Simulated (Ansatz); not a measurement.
Reactions of C₈H₁₆O, SMILES `CCCCCCCC=O`.

Calculated with Ansatz (gas phase, PBE0-D4/def2-TZVP geometries, no zero-point term in ΔE). CCSD(T)/CBS adds triple-zeta CCSD(T) − MP2 to the extrapolated MP2 energy (def2 sets, frozen cores). This one scheme is used for every species, atoms too. Functionals use def2-TZVPP. B3LYP here is the variant with VWN-RPA as its local correlation; programs differ in this. Open shells (•) are unrestricted, without spin–orbit coupling. Spin–orbit coupling would lower the free atoms: a little for C, O. Bonds to Br, Se are less sure, by a few kJ/mol each and by 10 to 20 or more in all where they break to atoms, as the def2 sets lack core-valence functions. Scalar relativity is left out up to krypton. One conformer a species, not always the lowest.

```tsv
reaction	CCSD(T)/CBS(def2) (kJ/mol)
`CCCCCCCC=O` → `CCCCC(C=O)CC`	?
`CCCCCCCC=O` + H₂ → `CCCC=O` + `CCCC`	?
`CCCCCCCC=O` → `CC(=O)C(C)(C)C(C)C`	?
`CCCCCCCC=O` + H₂S → `O=CCS` + `CCCCCC`	18
`CCCCCCCC=O` + HBr → `CCCCCCCBr` + `C=O`	38
`CCCCCCCC=O` + `O=C(S)[SeH]` → `O=C[Se]C(=O)S` + `CCCCCCC`	1
`CCCCCCCC=O` → 8 C• + 16 H• + O•	10215
`CCCCCCCC=O` + H₂O → `CCCO` + `CCCCC=O`	48
`CCCCCCCC=O` + H₂ → `CCCCC=O` + propane	-60
`CCCCCCCC=O` + `CC(C)N` → `CCCCNC(C)C` + `CCCC=O`	29
```

**Question.** Fill in the missing values. (An estimate is asked.)

**Answer.** Computed: `CCCCCCCC=O` → `CCCCC(C=O)CC`: -0.9 kJ/mol; `CCCCCCCC=O` + H₂ → `CCCC=O` + `CCCC`: -62.8 kJ/mol; `CCCCCCCC=O` → `CC(=O)C(C)(C)C(C)C`: -38.9 kJ/mol.

Largest T1 diagnostic: 0.017, for `O=C[Se]C(=O)S`.
